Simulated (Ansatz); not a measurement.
Molecule: CuF, net charge 0, singlet state. SMILES: [F][Cu]
Coordinates optimised at B3LYP-D3(BJ)/def2-TZVP (Ansatz, a program for electronic structure):
```xyz
2

Cu     0.0000     0.0000    -0.4195
F      0.0000     0.0000     1.3519
```
Charge 0, spin multiplicity 1.

Wanted: atomisation energy, in kcal/mol. Terms: no spin-orbit coupling; LANL2DZ with its own core potentials from Na on; UHF or UKS for open shells; 6-31G* and kin with 6d, 5d where marked; non-relativistic; atomisation electronic, to ground-state atoms. Ab initio and DFT rows: single points at B3LYP-D3(BJ) geometries (Ansatz).

```tsv
species	coefficient	E at B3LYP/6-31G* with LANL2DZ past Ar (Ansatz), Eh	E at PBE/def2-TZVPD (Ansatz), Eh
[F][Cu]	-1	-295.97450	-1740.07397
Cu atom	+1	-196.11681	-1640.24452
F atom	+1	-99.71553	-99.67049
```

 1 Eh = 627.5095 kcal/mol.

### Question
Compute it at each level from the table.

### Answer

- B3LYP/6-31G* with LANL2DZ past Ar: the sum of coefficient times E is 0.14216 Eh, or 89.21 kcal/mol. Result: 89.2 kcal/mol.
- PBE/def2-TZVPD: the sum of coefficient times E is 0.15896 Eh, or 99.75 kcal/mol. Result: 99.7 kcal/mol.
